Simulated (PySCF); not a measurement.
Species: C7H8NP.
SMILES with atom numbers: `[cH:1]1[cH:2][p:3][c:4]([CH:5]2[CH2:6][CH2:7]2)[cH:8][n:9]1`

Geometry (GFN2-xTB, Å), atoms numbered from 1 in this order:
```
atom  x, y, z in Å
C1     2.9649   -0.1793    0.0621
C2     2.4024    0.2197    1.2582
P3     0.6998    0.3899    1.5252
C4     0.1232   -0.0758   -0.0640
C5    -1.3293   -0.0888   -0.3219
C6    -2.2171    0.9291    0.3465
C7    -2.2772   -0.4947    0.7773
C8     0.9957   -0.4327   -1.0834
N9     2.3135   -0.4861   -1.0448
H10    4.0441   -0.2596   -0.0187
H11    3.0544    0.4431    2.0933
H12   -1.5943   -0.3834   -1.3312
H13   -3.0402    1.3381   -0.2194
H14   -1.7401    1.6401    1.0070
H15   -3.1427   -1.0833    0.5139
H16   -1.8390   -0.7565    1.7307
H17    0.5750   -0.7078   -2.0474
```

NICS = −σ at a ghost point: NICS(0) at the centroid of the ring atoms, NICS(1) 1 Å to either side along the normal of their mean plane, zz for the tensor component along that normal. Level: GIAO PBE0/pcSseg-1 (PySCF, non-relativistic, gas phase) on the GFN2-xTB geometry, one conformer.

Ring bond lengths (Å), with Mayer bond orders in brackets: C1–C2 1.381 (1.39), C2–P3 1.732 (1.34), P3–C4 1.753 (1.27), C4–C8 1.388 (1.37), C8–N9 1.320 (1.49), N9–C1 1.320 (1.48); C5–C6 1.507 (0.93), C6–C7 1.489 (0.97), C7–C5 1.507 (0.93).

Give the NICS values of each ring in ppm.

```json
{"ring": "C1–C2–P3–C4–C8–N9", "type": "6-membered ring with N and P; formal bonds all aromatic", "NICS(0)": "-6.0", "NICS(1), two faces": "-10.2 / -10.2", "NICS(1)zz, two faces": "-24.6 / -24.7", "rms pucker (Å)": "0.00", "centre to ring atoms, mean (Å)": "1.47"}
{"ring": "C5–C6–C7", "type": "3-membered carbocycle; formal bonds all single", "NICS(0)": "-42.0", "NICS(1), two faces": "-6.8 / -7.7", "NICS(1)zz, two faces": "-24.6 / -23.7", "rms pucker (Å)": "0.00", "centre to ring atoms, mean (Å)": "0.87"}
```

What can be read from them?

- C1–C2–P3–C4–C8–N9: mean NICS(1)zz -24.7 ppm, shielded.
- C5–C6–C7: mean NICS(1)zz -24.1 ppm, shielded. C5, C6, C7 have four or more neighbours; no verdict on aromaticity is drawn. NICS(0) lies 35 ppm below the mean NICS(1).

What does the geometric index give? Use HOMA with the parameters of Krygowski (1993).

- C1–C2–P3–C4–C8–N9: HOMA 0.91; the largest term is that of P3–C4, α(R − Ropt)² = 0.37.

At the first NICS(1) probe listed for ring C1–C2–P3–C4–C8–N9, 1 Å off the ring, how large is the induced field along the normal in 7.05 T applied along it?

NICSzz × B0 = -24.6 ppm × 7.05 T = -173 μT, against the applied field.

How shielded are the nuclei of the rings and their hydrogens (means over atoms taken as equivalent)?

| atoms | environment | σ isotropic (ppm) | principal values of the symmetric part, first atom (ppm) |
| --- | --- | --- | --- |
| C1 | aromatic CH next to a ring nitrogen | 32.6 | -76.4, 24.5, 149.8 |
| C2 | aromatic CH carbon | 31.1 | -141.4, 49.8, 184.8 |
| P3 | phosphorus bonded to 2 C | 74.2 | -253.7, -74.1, 550.4 |
| C4 | substituted aromatic carbon | 3.4 | -153.0, -14.1, 177.3 |
| C5 | benzylic-type carbon | 164.0 | 126.0, 147.2, 218.8 |
| C6 (×2) | three-membered-ring carbon | 162.9 | 115.8, 172.3, 201.4 |
| C8 | aromatic CH next to a ring nitrogen | 31.8 | -74.2, 38.9, 130.7 |
| N9 | pyridine-type nitrogen | -92.8 | -426.7, -155.5, 303.9 |
| H10 | aromatic hydrogen | 22.54 | 17.8, 23.0, 26.8 |
| H11 | aromatic hydrogen | 22.90 | 19.1, 21.5, 28.2 |
| H12 | methine hydrogen | 29.70 | 22.4, 27.9, 38.8 |
| H13 (×2) | methylene hydrogen | 30.19 | 24.2, 26.2, 40.2 |
| H14 (×2) | methylene hydrogen | 30.77 | 24.7, 29.7, 37.9 |
| H17 | aromatic hydrogen | 22.43 | 17.7, 21.2, 28.4 |

The list is cut; further classes of hydrogen are left out.

The run took 31 s wall on one thread of an Arm Neoverse V1, on a shared host, and the process peaked at 0.92 GiB of memory. This is the whole shielding run at PBE0/pcSseg-1, SCF included.
